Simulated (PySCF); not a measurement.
SnCl3Br, SMILES [Cl][Sn]([Cl])([Cl])[Br].

The structure is a stationary point at PBE-D3(BJ)/def2-SVP. The structure was generated by enumeration; whether it is a known compound was not checked. The def2 effective core potentials stand for the cores of Sn; spin–orbit coupling is left out.

Method: PySCF with M06-2X/def2-TZVP.

Symmetry labels are those of the subgroup Cs that the program uses (full group C3v).

Computed valence orbital energies around the gap with their symmetry:
| orbital | symmetry | energy (eV) |
|---|---|---|
| HOMO−7 | A" | -11.47 |
| HOMO−6 | A' | -11.47 |
| HOMO−5 | A' | -11.22 |
| HOMO−4 | A" | -11.22 |
| HOMO−3 | A' | -11.15 |
| HOMO−2 | A" | -11.07 |
| HOMO−1 | A' | -10.58 |
| HOMO | A" | -10.58 |
| LUMO | A' | -2.70 |
| LUMO+1 | A" | 0.27 |
| LUMO+2 | A' | 0.27 |
| LUMO+3 | A' | 0.34 |
